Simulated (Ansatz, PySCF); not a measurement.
Gas-phase reaction in SMILES: N[Si](N)(N)O -> [NH][Si](N)(N)O + H atom (the H-N bond at the site shown breaks; other sites are not compared here)
Structures are relaxed separately at B3LYP-D3(BJ)/def2-TZVP in Ansatz (a first-principles code), one conformer each, not searched for the lowest.

Wanted: bond dissociation energy (enthalpy at 298 K, with B3LYP-D3(BJ) rigid-rotor harmonic-oscillator terms from PySCF), in eV. Correlated levels leave the core frozen unless marked. Open shells are spin-unrestricted. No spin-orbit coupling. Non-relativistic. CBS marks a two-point X^-3 extrapolation of the correlation energy; Hartree-Fock from the larger set.

```tsv
level	program	bond dissociation energy (eV)
SVWN5/def2-TZVPD	Ansatz	5.19
PBE0-D4/def2-TZVP	Ansatz + dftd4	4.65
HSE06-D3(BJ)/def2-TZVPD	Ansatz + dftd3	4.65
MP2/cc-pV(D+d)Z	Ansatz	4.62
MP2/CBS(cc-pV(T+d)Z,cc-pV(Q+d)Z)	Ansatz	5.03
```

Problem. Predict the CCSD(T)/CBS(cc-pV(T+d)Z,cc-pV(Q+d)Z) result (Ansatz).

Solution. 4.88 eV, so MP2/CBS(cc-pV(T+d)Z,cc-pV(Q+d)Z) differs from it by 0.15 eV.
